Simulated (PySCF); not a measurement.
## Levels along the 19-electron series

One electron added to the closed shell [Ar]: EOM-EA-CCSD calculated with PySCF 2.14, two-component X2C-1e with screened spin-orbit coupling, each ion in its own even-tempered basis, [Ne] frozen, the virtual space cut to natural spinors and corrected at second order; no Breit or QED terms. Binding energy of 3d3/2 and energies of the other levels above it, in eV.

| ion | 3d3/2 binding | 3d5/2 − 3d3/2 | 4s1/2 − 3d3/2 | NIST ionisation energy |
| --- | --- | --- | --- | --- |
| Rb(18+) | 705.35 | 2.288 | 278.97 | 706 ± 2.2 (t) |
| Sr(19+) | 774.36 | 2.662 | 307.51 | 774 ± 4 (t) |
| Zr(21+) | 921.52 | 3.543 | 368.44 | 922 ± 4 (t) |
| Nb(22+) | 999.74 | 4.056 | 400.83 | 1000 ± 4 (t) |
| Mo(23+) | 1081.1 | 4.621 | 434.85 | 1082 ± 4 (t) |
| Tc(24+) | 1165.5 | 5.243 | 469.93 | 1166 ± 4 (t) |
| Ru(25+) | 1253.0 | 5.930 | 505.31 | 1253 ± 4 (t) |
| Rh(26+) | 1343.6 | 6.676 | 542.83 | 1344 ± 4 (t) |
| Pd(27+) | 1437.3 | 7.489 | 581.55 | 1438 ± 4 (t) |
| Ag(28+) | 1534.1 | 8.379 | 621.52 | 1535 ± 4 (t) |

Each ion has its own basis, which adds noise of up to about 0.1 % of the binding energies along the series.

NIST values marked (s) are semi-empirical, (t) theoretical.
